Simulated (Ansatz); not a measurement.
**Which is lower?**

Two relaxed structures of BSiH$_{3}$F$_{2}$, singlet (PBE0-D4/def2-TZVP; forces vanish, vibrations not checked).

A:

```
7
angstrom
B -0.7530 0.9609 -0.0678
Si 0.5008 -0.6093 0.0369
F 0.6233 -1.1603 1.5276
F -0.0208 -1.8311 -0.8441
H -1.3658 1.1899 -1.0669
H -0.8561 1.7258 0.8435
H 1.8715 -0.2759 -0.4293
```

B:

```tsv
atom	x (Å)	y (Å)	z (Å)
B1	-0.6684	1.4960	0.0669
Si2	0.2798	-0.0311	-0.3976
F3	-0.1915	-1.4273	0.2782
F4	0.5774	-3.7667	-0.8559
H5	-1.3968	2.4085	-0.1119
H6	0.2267	-3.0794	-0.3426
H7	1.7530	-0.0134	-0.4952
```

Program: Ansatz 0.2.0. Basis: def2-TZVPP. Cores are frozen in the correlated methods. B3LYP uses VWN-RPA correlation.

(1) Which structure is lower at CCSD(T), and by how much? (Judge from chemistry; the value comes from the calculation.)

No T1 diagnostic of these runs exceeds 0.015. The restricted Hartree–Fock reference is unstable towards an unrestricted one at one or more of these structures. A large double-excitation amplitude points to some diradical character; no triplet was computed.

Answers

(1) The calculation gives: A, by 400.0 kJ/mol (electronic energy, against the other). By their contacts, A is BSiH₃F₂ ([BH2][SiH]([F])[F]) and B is a complex of BSiH₂F ([BH][SiH][F]) + HF.

All methods give the same order:

| method | E(B) − E(A) (kJ/mol) |
| --- | --- |
| PBE-D4 | 383.1 |
| r2SCAN-D4 | 412.4 |
| PBE0-D4 | 406.6 |
| B3LYP-D4 | 404.2 |
| wB97M-V | 415.8 |
| HF | 453.1 |
| MP2 | 421.5 |
| CCSD | 409.6 |
| CCSD(T) | 400.0 |

Labels in which every atom is bracketed show which atoms are joined, not bond orders.

For scale, one of the runs: CCSD(T)/def2-TZVPP, 177 basis functions, launched by `ansatz run in.yaml --threads 2 --pin off --events-out ev --progress --plain --max-ram 4352MiB`. Time: 16 s of wall clock on 2 CPU threads of an AMD EPYC 9R45; the host was shared. Peak host memory: 1.7 GiB.
